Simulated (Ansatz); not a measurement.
The cluster As₇⁻ (the lowest singlet isomer of a short search). Total charge -1; singlet. Geometry PBE0-D4/def2-SVPD, basis def2-SVP, Ansatz.

```xyz
7

As    1.158    1.379   -1.363
As   -1.271    1.136   -1.169
As    0.809   -1.724    0.313
As   -1.011    0.874    1.391
As   -1.095   -1.485    1.728
As    1.382    0.537    1.038
As    0.029   -0.717   -1.939
```

```csv
run,HOMO (eV),LUMO (eV)
A,-1.32,2.02
B,-0.75,1.41
C,-1.04,1.63
D,-0.49,1.49
E,-0.17,1.78
F,-0.59,1.64
```

The structure comes from a short search, and lower isomers may exist.

Task: The runs used B97M-V, BLYP, PBE, PBE0, r2SCAN, r2SCANh. Estimate which is which.

Result: A PBE0 (25 % exact exchange); B r2SCAN (0 % exact exchange); C r2SCANh (10 % exact exchange); D PBE (0 % exact exchange); E BLYP (0 % exact exchange); F B97M-V (0 % exact exchange). Exact exchange lowers occupied and raises empty levels; among semilocal functionals meta-GGAs tend to open the gap a little, and such runs are hard to tell apart. The gap grows from 1.95 eV (BLYP) to 3.34 eV (PBE0).
